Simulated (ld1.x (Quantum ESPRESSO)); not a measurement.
cerium, TM semilocal: configuration errors across variants

Ce, norm-conserving Troullier–Martins (semilocal form), made with ld1.x (Quantum ESPRESSO) 7.5 (revPBE, scalar-relativistic). Core [Xe], reference 4f1 5d1.5 6s1.5 6p0. Waves: 6s (bound): rc 3.55 bohr; 6p (bound, empty): rc 4.20 bohr; 5d (bound): rc 2.15 bohr; 4f (bound): rc 0.80 bohr. Local part: the f channel. Core correction: Bessel-smoothed model core inside 0.65 bohr.

All-electron excitation energies from the reference (eV): (1) 4f1 5d1 6s2 6p0 -0.390; (2) 4f1 5d1 6s1 6p0 5.609; (3) 4f1 5d1 6s0 6p0 16.559; (4) 4f2 5d1 6s0 6p0 5.602; (5) 4f1 5d1 6s0 6p2 4.526; (6) 4f1 5d0 6s0 6p0 35.678; (7) 4f1 5d2 6s1 6p0 0.487.

A semilocal file is local in each channel, so a ghost entry of none says nothing of the separable form that plane-wave codes build from it.

Tests that are not counted but printed errors over 1 eV. “all radii but the core radius scaled by about 1.16 (s 4.12, p 4.86, d 2.50, f 0.92 bohr)”: 4f2 5d1 6s0 6p0 (solver errors, printed error -55.1 eV). “all radii but the core radius scaled by about 1.25 (s 4.44, p 5.26, d 2.68, f 1.00 bohr)”: 4f2 5d1 6s0 6p0 (solver errors, printed error -60.1 eV).

A true bound ghost makes a file unfit for plane-wave use even where its test errors are small: the radial tests pick states by their node count and pass the ghost by.

Errors AE − PS in meV (a dash: test not solved or not reliable):

| change | (1) | (2) | (3) | (4) | (5) | (6) | (7) | bound ghosts |
| --- | --- | --- | --- | --- | --- | --- | --- | --- |
| base | -15 | -15 | -71 | -1099 | -63 | -475 | -13 | none |
| all radii but the core radius scaled by about 0.88 (s 3.12, p 3.68, d 1.88, f 0.70 bohr) | -12 | -12 | -76 | -1060 | -43 | -501 | -11 | f (extra level of the local part) |
| all radii but the core radius scaled by about 1.16 (s 4.12, p 4.86, d 2.50, f 0.92 bohr) | -13 | -14 | -76 | – | -74 | -494 | -12 | none |
| all radii but the core radius scaled by about 1.25 (s 4.44, p 5.26, d 2.68, f 1.00 bohr) | -11 | -12 | -90 | – | -79 | -535 | -10 | none |
| all radii but the core radius scaled by about 1.34 (s 4.78, p 5.64, d 2.88, f 1.08 bohr) | -7.9 | -8.0 | -115 | -1000 | -88 | -601 | -8.1 | none |

(1) Give the same row for: all radii but the core radius scaled by about 0.76 (s 2.70, p 3.20, d 1.64, f 0.62 bohr).

## Answers

(1) -5.2, +8.7, -87, -861, +25, -561, -7.9; bound ghosts: not determined.
